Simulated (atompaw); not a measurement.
**What one change does to a pseudopotential (copper, PAW (atompaw))**

| Item | Value |
| --- | --- |
| Element | Cu |
| Generator | atompaw 4.2.0.5 |
| Type | PAW |
| Functional | PBE |
| Relativity | scalar-relativistic |
| Frozen core | [Ne] 3s2 |
| Valence charge | 17 |
| Reference configuration | 3p6 3d10 4s1 4p0 |
| Partial waves | 4s (bound): rc 2.50 bohr; 4s channel at 1.45 Ry: rc 2.50 bohr; 3p (bound): rc 0.90 bohr; 4p (bound, empty): rc 2.50 bohr; 3d (bound): rc 0.85 bohr; 3d channel at 0.5 Ry: rc 0.85 bohr |
| Local potential | ultrasoft scheme with l = 3 at 0 Ry, radius 2.40 bohr |
| Core correction | smooth core density matched at 2.40 bohr |
| Augmentation charge | sinc compensation charge, radius 2.10 bohr; PAW radius 2.50 bohr; waves and projectors: custom rrkj vanderbiltortho |

Change: local potential ultrasoft scheme with l = 3 at 0 Ry, radius 1.38 bohr.

Cutoffs: the cutoffs (Ry, on a coarse ladder) from which the occupation-weighted sum of valence levels, in a spherical-Bessel basis at the reference potential, stays within 10 and 1 mRy of its value at 400 Ry; they do not see the model core or the augmentation charge, which bear on the density cutoff.

What does the change do?

A bound ghost appears in s, which as a rule spoils a file; the range in which the s phases agree narrows (upper end 4.0 → -0.2). A state that the projectors do not describe sees the local part alone, so a deeper or shallower local part can create or remove a ghost.

| quantity | base | changed |
| --- | --- | --- |
| cutoff, loose | 200 Ry | 200 Ry |
| cutoff, tight | over 300 Ry | over 300 Ry |
| bound ghosts | none | s |
| s: phases at 2.51 bohr within 0.05 rad from the reference energy up to (Ry; the scan ends near 5) | 4.0 | -0.2 |
| p: phases at 2.51 bohr within 0.05 rad from the reference energy up to (Ry; the scan ends near 5) | 3.8 | 3.1 |
| d: phases at 2.51 bohr within 0.05 rad from the reference energy up to (Ry; the scan ends near 5) | to the end of the scan | to the end of the scan |
| lowest overlap eigenvalue by channel | s 0.44, p 0.61, d 0.99 | s 0.27, p 0.45, d 0.98 |

 A true bound ghost makes a file unfit for plane-wave use even where its test errors are small: the radial tests pick states by their node count and pass the ghost by. The cutoffs see the waves, projectors and local potential, not the compensation charge or the core.
